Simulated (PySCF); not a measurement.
H2O2S2, SMILES OSSO.

Geometry optimised at B3LYP-D3(BJ)/def2-SVP. The values are those of a single conformer.

Method: PBE/def2-TZVPD (PySCF).

Isolated molecule, no solvent.

Task: Estimate the frontier levels, gap, dipole moment and polarisability. (An estimate is asked for; the answer gives what the named calculation found.)

Result: 
```json
{
 "highest_occupied_level": "-6.31 eV",
 "lowest_empty_level": "-1.99 eV",
 "orbital_gap": "4.33 eV",
 "dipole_moment": "2.19 D",
 "quadrupole, principal values (traceless, Buckingham form, about the centre of nuclear charge)": "-9.65, 2.00, 7.65 D·Å",
 "mean_static_polarisability": "59.2 bohr³ (8.77 Å³)",
 "polarisability_principal_values": "46.5, 52.4, 78.7 bohr³"
}
```
